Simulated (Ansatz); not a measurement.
Geometry optimisation, RKS revPBE-D4/6-31G* in Ansatz 0.2.0.

Input file:

```yaml
crystal:
  periodic: [false, false, false]
  atoms:
    - { symbol: Si, position_ang: [-0.4807, 1.787, 0.2106] }
    - { symbol: B, position_ang: [-0.6378, -0.0284, 0.7629] }
    - { symbol: O, position_ang: [0.5536, -0.8017, 0.9663] }
    - { symbol: Si, position_ang: [1.12565, -0.5549, 2.57814] }
    - { symbol: H, position_ang: [0.1142, 1.8954, -1.1401] }
    - { symbol: H, position_ang: [0.2665, 2.6097, 1.171] }
    - { symbol: H, position_ang: [-1.8576, 2.3988, 0.1232] }
    - { symbol: H, position_ang: [-1.6483, -0.4767, 1.0205] }
    - { symbol: H, position_ang: [0.0805, -0.90212, 3.49583] }
    - { symbol: H, position_ang: [1.4041, 0.94573, 2.67436] }
    - { symbol: H, position_ang: [2.33943, -1.23691, 2.80583] }
basis:
  gaussian: { orbitals: "6-31G*" }
hamiltonian:
  xc: revpbe
  dispersion: d4
relax:
  f_tol: 0.015
  max_steps: 40
output:
  orbitals: {}
```

Command:

```bash
$ ansatz run input.yaml --threads 1 --pin off --max-ram 2048MiB --backend cpu --events-out ev --progress --plain --runs-dir out
```

Question: Where does it end, and by what steps?

Answer: The run converged. The force dipped under the threshold on the way, but the program's further checks kept it going. After 30 steps the energy has fallen by 0.943 eV; H9 moved furthest, 1.08 Å.

| step | energy less start (eV) | largest force component (eV/Å) | accepted |
| --- | --- | --- | --- |
| 0 | 0.0000 | 2.770 | yes |
| 2 | -0.5852 | 0.619 | yes |
| 4 | -0.6984 | 0.489 | yes |
| 6 | -0.8262 | 0.428 | yes |
| 8 | -0.8999 | 0.642 | yes |
| 10 | -0.9202 | 0.321 | yes |
| 12 | -0.9309 | 0.034 | yes |
| 14 | -0.9318 | 0.019 | yes |
| 16 | -0.9323 | 0.078 | yes |
| 18 | -0.9339 | 0.028 | yes |
| 20 | -0.9362 | 0.119 | yes |
| 22 | -0.9395 | 0.031 | yes |
| 24 | -0.9414 | 0.078 | yes |
| 26 | -0.9381 | 0.336 | no |
| 28 | -0.9430 | 0.033 | yes |
| 30 | -0.9432 | 0.005 | yes |

```xyz
11
Properties=species:S:1:pos:R:3
Si -0.587 1.841 0.377
B -0.820 -0.182 0.678
O -0.064 -0.919 1.547
Si 1.210 -0.448 2.572
H 0.537 2.100 -0.595
H -0.249 2.594 1.637
H -1.829 2.455 -0.205
H -1.659 -0.803 0.060
H 0.649 -0.082 3.911
H 1.958 0.711 1.988
H 2.114 -1.632 2.699
```

Run time: 100 s on 1 thread of Arm Neoverse V1, on a shared host, peak memory 0.26 GiB.
